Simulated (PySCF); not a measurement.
Vertical excitations of a molecule C2H9BN2 from TDDFT-LC-ωPBE/def2-SVPD in PySCF, as energy in eV (oscillator strength): 6.53 (0.000), 7.05 (0.008), 7.53 (0.281), 7.75 (0.020), 8.30 (0.016), 8.48 (0.005), 8.84 (0.024), 8.92 (0.072), 9.10 (0.005), 9.27 (0.150). Lowest triplet (TDA): 6.22 eV. Geometry optimised at PBE0-D3(BJ)/def2-SVP. One conformer was computed; it need not be the lowest.

Question: Which structure fits?
A) CCB(N)N
B) CNBNC
C) CNB(C)N
D) CN(C)BN

Answer: B, CNBNC
